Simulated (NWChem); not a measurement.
System: CH3BeBrS; SMILES [Br][Be][S]C

```xyz
7

Be     0.2461     0.3067     0.0003
Br    -0.2629    -1.5930    -0.0010
S      0.7640     2.1294     0.0016
C     -0.8778     3.0014     0.0028
H     -1.4542     2.7626    -0.8927
H     -0.6553     4.0702     0.0050
H     -1.4551     2.7590     0.8967
```
Atoms are numbered in this order, from 1.

The geometry was optimised at B3LYP/6-31G* (spherical d).

Spin-orbit effects, on the heavy nuclei and on their neighbours, are missing.

Q: Give the principal values of the shielding tensors (ppm) of Be1, Br2, S3, C4 from KT2/pcSseg-1, GIAO (NWChem), with their diamagnetic and paramagnetic parts as GIAO splits them.

A: 
| atom | σ11 | σ22 | σ33 | isotropic | diamagnetic | paramagnetic |
|---|---|---|---|---|---|---|
| Be1 | 50.6 | 53.6 | 160.0 | 88.1 | 146.1 | -58.1 |
| Br2 | 2305.6 | 2466.7 | 3050.7 | 2607.7 | 3129.3 | -521.6 |
| S3 | 571.1 | 634.4 | 770.4 | 658.6 | 1059.5 | -400.8 |
| C4 | 163.5 | 163.5 | 191.0 | 172.7 | 251.9 | -79.2 |
